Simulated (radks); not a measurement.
Task: Coherent X-ray form factor from a spherical all-electron density. Calculated with a radial shooting solver on a logarithmic mesh with Libxc functionals: Dirac Kohn-Sham, PBE, spin-unpolarised, spherical densities, finite nucleus; Fermi nuclear charge, rms radius of each element as measured or else 0.836 A^(1/3) + 0.57 fm.

sin(theta)/lambda (1/angstrom)  f0 (electrons)
0.05                                    64.685
0.1                                     61.732
0.15                                    58.376
0.2                                     54.941
0.25                                    51.488
0.3                                     48.130
0.4                                     42.085
0.5                                     37.081
0.6                                     32.924
0.8                                     26.398
1                                       21.767
1.25                                    18.050
1.5                                     15.680
2                                       12.135

The species is in the configuration that NIST lists as its ground one. Which atom or ion scatters so?

Result: Neutral dysprosium, [Xe] 4f10 6s2. Extrapolating in s^2 from the first two rows gives f0(0) = 65.7, near the electron count 66; among species with that count, the fall with angle is slower the higher Z, and the table is that of Z = 66; from so few rows the species is fixed only to a neighbour or two.
